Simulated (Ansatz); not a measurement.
The same ligand exchange along the group Ti, Zr, Hf.

Gas-phase electronic energies from Ansatz, PBE0-D4/def2-TZVP geometries. CBS: MP2 limit from def2 TZ/QZ plus the TZ coupled-cluster correction, frozen cores. This one scheme is used for every species. DFT in def2-TZVPP. def2 core potentials past Kr. For Hf, Ti, Zr outer-core shells are correlated without core-valence functions, which leaves a few kJ/mol of doubt a bond. Scalar relativity is left out up to krypton. One conformer a species, not always the lowest.

```json
{"reaction": "`[NH2][Ti]([Cl])([Cl])[Cl]` + HCl → `[Cl][Ti]([Cl])([Cl])[Cl]` + NH₃", "PBE0-D4 (kcal/mol)": "-16.9", "revPBE-D4 (kcal/mol)": "-17.2", "LDA (SPW92) (kcal/mol)": "-16.8", "RPA@PBE/def2-TZVPP (kcal/mol)": "-15.8", "CCSD(T)/CBS(def2) (kcal/mol)": "-16.3"}
{"reaction": "`[NH2][Zr]([Cl])([Cl])[Cl]` + HCl → `[Cl][Zr]([Cl])([Cl])[Cl]` + NH₃", "PBE0-D4 (kcal/mol)": "-21.0", "revPBE-D4 (kcal/mol)": "-20.4", "LDA (SPW92) (kcal/mol)": "-19.9", "RPA@PBE/def2-TZVPP (kcal/mol)": "-19.5", "CCSD(T)/CBS(def2) (kcal/mol)": "-20.9"}
{"reaction": "`[NH2][Hf]([Cl])([Cl])[Cl]` + HCl → `[Cl][Hf]([Cl])([Cl])[Cl]` + NH₃", "PBE0-D4 (kcal/mol)": "-20.9", "revPBE-D4 (kcal/mol)": "-20.3", "LDA (SPW92) (kcal/mol)": "-19.4", "RPA@PBE/def2-TZVPP (kcal/mol)": "-19.2", "CCSD(T)/CBS(def2) (kcal/mol)": "-20.7"}
```

Largest T1 diagnostic: 0.025, for `[Cl][Ti]([Cl])([Cl])[Cl]`.
